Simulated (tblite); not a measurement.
Parent: `[CH3:1][CH2:2][C@@H:3]1[CH2:4][C@H:5]1[N:6]([SiH3:7])[SiH3:8]` with C1–C2–C3–C4 154°, C4–C5–N6–Si7 151°, C5H15NSi2.

Structures optimised with GFN2-xTB, isolated species. One conformer each, not checked by frequencies here.

| coordinate of the parent | value |
| --- | --- |
| C1–C2 | 1.526 Å |
| C2–C3 | 1.510 Å |
| C3–C4 | 1.502 Å |
| C4–C5 | 1.498 Å |
| C5–N6 | 1.432 Å |
| N6–Si7 | 1.739 Å |
| N6–Si8 | 1.734 Å |
| C3–C5 | 1.503 Å |
| C1–C2–C3 | 111.4° |
| C2–C3–C4 | 121.0° |
| C2–C3–C5 | 120.6° |
| C4–C3–C5 | 59.8° |
| C3–C4–C5 | 60.2° |
| C4–C5–N6 | 123.1° |
| C3–C5–C4 | 60.1° |
| C3–C5–N6 | 121.0° |
| C5–N6–Si7 | 113.8° |
| C5–N6–Si8 | 119.7° |
| Si7–N6–Si8 | 126.0° |

Question: In one relative the bonds that all share with the parent change as follows (parent's numbers): C3–C4 +0.007, C4–C5 -0.010, C5–N6 -0.003, N6–Si7 0.000, N6–Si8 0.000, C3–C5 +0.008 Å. Which is it?
A. `[CH3:1][SiH2:2][C@@H:3]1[CH2:4][C@@H:5]1[N:6]([SiH3:7])[SiH3:8]` with C1–Si2–C3–C4 -126°, C4–C5–N6–Si7 -165°
B. `[CH3:1]/[CH:2]=[C:3]1\[CH2:4][C@@H:5]1[N:6]([SiH3:7])[SiH3:8]` with C4–C5–N6–Si7 -80°

Answer: A. The changes in all of them (Å):

```csv
SMILES,C3–C4,C4–C5,C5–N6,N6–Si7,N6–Si8,C3–C5
C/C=C1\C[C@@H]1N([SiH3])[SiH3],-0.033,+0.025,+0.001,-0.003,+0.004,-0.041
C[SiH2][C@@H]1C[C@@H]1N([SiH3])[SiH3],+0.007,-0.010,-0.003,0.000,0.000,+0.008
```

Atoms are paired thus: C/C=C1\C[C@@H]1N([SiH3])[SiH3]: C1 = C1, C2 = C2, C3 = C3, C4 = C4, C5 = C5, N6 = N6, Si7 = Si7, Si8 = Si8; C[SiH2][C@@H]1C[C@@H]1N([SiH3])[SiH3]: C3 = C3, C4 = C4, C5 = C5, N6 = N6, Si7 = Si7, Si8 = Si8.

The numbers are calculated, not measured.
